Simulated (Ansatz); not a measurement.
`CC(C)(C)[O][Ga]([Cl])[Cl]` + `[CH3][Nb](=[NH])([F])[Cl]` → `CC(C)(C)[N]=[Nb]([CH3])([F])[Cl]` + `[OH][Ga]([Cl])[Cl]`  (substitution at a C–O bond)

Program: Ansatz. Geometries: PBE0-D4/def2-TZVP. ΔE: electronic, gas phase. CCSD(T)/CBS is the MP2 limit (def2-TZVPP, def2-QZVPP) plus CCSD(T) − MP2 in def2-TZVPP, frozen cores. Functionals use def2-TZVPP. HSE06 is defined as in plane-wave codes. Elements past krypton have def2 core potentials. For Ga, Nb outer-core shells are correlated without core-valence functions, which leaves a few kJ/mol of doubt a bond. Scalar relativity is left out up to krypton. One conformer a species, not always the lowest.

CCSD(T)/CBS gives -10.7 kcal/mol.

Question: Another level gave -10.2 kcal/mol. Which?
A. BHLYP-D4/def2-TZVPP
B. MP2/def2-TZVPP
C. HSE06/def2-TZVPP
D. B2PLYP/def2-TZVPP

Answer: C. HSE06 -10.2, BHLYP-D4 -8.8, B2PLYP -11.4, MP2/def2-TZVPP -15.8 kcal/mol.

Largest T1 diagnostic among the species: 0.020.

At CCSD(T), def2-SVP lies +0.9 kcal/mol from the extrapolated value and def2-TZVPP −0.0 kcal/mol. Leaving LDA and LC-ωPBE aside and taking each functional with its dispersion term where it has one, the values, not all of them listed here, spread over 3.9 kcal/mol, from PBE-QIDH to B97M-V. LDA lies +1.6 kcal/mol from PBE without D4.
